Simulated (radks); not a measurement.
Results of a calculation; reference values are marked as such.
Dipole-allowed excitations along the series with 48 electrons in [Kr] 4d10 5s2. Level of theory: scalar-relativistic Kohn-Sham, PBE, spin-unpolarised, spherical densities, finite nucleus; Fermi nuclear charge, rms radius of each element as measured or else 0.836 A^(1/3) + 0.57 fm (a radial shooting solver on a logarithmic mesh with Libxc functionals). Time-dependent linear response with the Hartree and adiabatic LDA kernel, continuum included through the Sternheimer equations, no spin-orbit coupling, so fine structure and intercombination lines are absent. Lines are the poles of the dipole polarisability below minus the highest occupied eigenvalue, found on a grid refined at the orbital gaps; the lowest seven at most are given, and weak or close lines can be missed. The first line takes the name of the lowest orbital gap if no other gap lies below it; otherwise a line is named after a gap within 0.6 % of it, if that gap stands alone.

species	-e(HOMO) (eV)	lowest orbital gap (eV)	first line (eV)	f	static alpha (bohr^3)	measured (eV)
In+	14.925	5s-5p 6.493	7.802 (5s-5p)	1.54	23.58	5s-5p 7.816
Sn2+	26.091	5s-5p 8.299	10.023 (5s-5p)	1.58	14.73	-
Sb3+	38.905	5s-5p 10.044	12.101 (5s-5p)	1.59	10.21	-

Measured values: term averages from the NIST Handbook of Basic Atomic Spectroscopic Data.
